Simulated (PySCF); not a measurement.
# Polarisability and C₆ of Sb⁻ (antimony, charge -1)

[Kr] 4d10 5s2 5p4, high-spin 3P determinant. Calculation: PySCF 2.14, in def2-QZVPPD with the def2 core potential (28 electrons) (8s6p5d4f1g, 88 functions); a scalar-relativistic core potential. Coupled (time-dependent) response in atomic units; α is the mean over directions.

| method | mean α (bohr³) | α xx, yy, zz | C₆ (like pair) | S(−4) |
| --- | --- | --- | --- | --- |
| UHF | 104.5 | 90.05, 133.3, 90.05 | 1559 | 4914 |
| wB97X-V | 107.7 | 94.10, 135.0, 94.10 | 1619 | 4983 |

S(−4) is the Cauchy moment in α(ω) = α(0) + S(−4) ω² + …

Spin-orbit coupling is absent.

α(iu) at UHF:

```json
{"u (hartree)": "0", "α(iu) (bohr³)": "104.5"}
{"u (hartree)": "0.0500", "α(iu) (bohr³)": "94.42"}
{"u (hartree)": "0.100", "α(iu) (bohr³)": "76.71"}
{"u (hartree)": "0.200", "α(iu) (bohr³)": "48.95"}
{"u (hartree)": "0.300", "α(iu) (bohr³)": "32.96"}
{"u (hartree)": "0.500", "α(iu) (bohr³)": "17.68"}
{"u (hartree)": "0.750", "α(iu) (bohr³)": "10.05"}
{"u (hartree)": "1.00", "α(iu) (bohr³)": "6.637"}
{"u (hartree)": "1.50", "α(iu) (bohr³)": "3.715"}
{"u (hartree)": "2.00", "α(iu) (bohr³)": "2.478"}
{"u (hartree)": "3.00", "α(iu) (bohr³)": "1.387"}
{"u (hartree)": "5.00", "α(iu) (bohr³)": "0.6295"}
```

For an ion, C₆ is the dispersion term alone; charge-induced terms of lower order in 1/R come first.

The components differ because the open shell of this determinant is not spherical; for a pure term their mean is the scalar polarisability.

Energies and moments cover only the electrons outside the core potential.
